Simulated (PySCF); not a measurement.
ReO3F, SMILES [O]=[Re](=[O])([F])=[O], multiplicity 1. Heavy atoms are numbered as in [Re:1](=[O:2])(=[O:3])(=[O:4])[F:5].

Geometry: PBE0-D3(BJ)/def2-SVP. The multiplicity is an assumed one; other spin states were not compared. The def2 effective core potentials stand for the cores of Re; spin–orbit coupling is left out.

The numbers are results of PBE/def2-TZVP in PySCF, not measurements.

ESP charges are fitted to the potential on shells at 1.4 to 2.0 van der Waals radii. Atomic charges (e), one atom of each kind:

```csv
atom,ESP fit,Mulliken,Löwdin
Re1,?,1.46,0.90
O2,?,-0.38,-0.24
F5,?,-0.31,-0.18
```

### Question
Some entries are withheld; supply them. (An estimate is asked for; the answer gives what the named calculation found.)

### Answer

- Re1, ESP fit: 1.33
- O2, ESP fit: -0.37
- F5, ESP fit: -0.23
